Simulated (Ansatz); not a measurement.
```xyz
14

H    -0.0246    0.0019    1.5173
C     0.0495   -0.0043    0.3730
C     1.4334   -0.0456   -0.0959
C    -0.7329    1.2981   -0.0639
C    -0.7744   -1.2739   -0.0900
H     1.4840   -0.0154   -1.1608
H     1.9550    0.8685    0.2430
H     1.9696   -0.9209    0.2366
H    -0.7231    1.3141   -1.1602
H    -1.7539    1.3291    0.2628
H    -0.2500    2.1781    0.3112
H    -0.7605   -1.3033   -1.1470
H    -0.2630   -2.1643    0.2348
H    -1.7976   -1.3138    0.2460
```

Basis set: STO-3G (spherical functions). Correlated methods keep 4 orbitals frozen. Charge 0, multiplicity 1.

Computed with Ansatz (development build ahead of 0.2.0); each method stands on the lowest determinant of its kind that the runs found. Restricted open shells among the atoms or ions are ROHF, correlated in semicanonical orbitals with singles.

Q: Give the atomization energy at this shape (free ground-state atoms in the same class of orbitals less the molecule, no zero-point energy) of singlet C4H10 by RHF-MP2, RHF.

A:

```json
{"method": "RHF-MP2", "atomization energy": "58.81 eV"}
{"method": "RHF", "atomization energy": "54.19 eV"}
```

Caution: the shape is not the minimum.

This basis has no polarisation functions and is too small for such energies, which can lie far from measured ones in either direction.
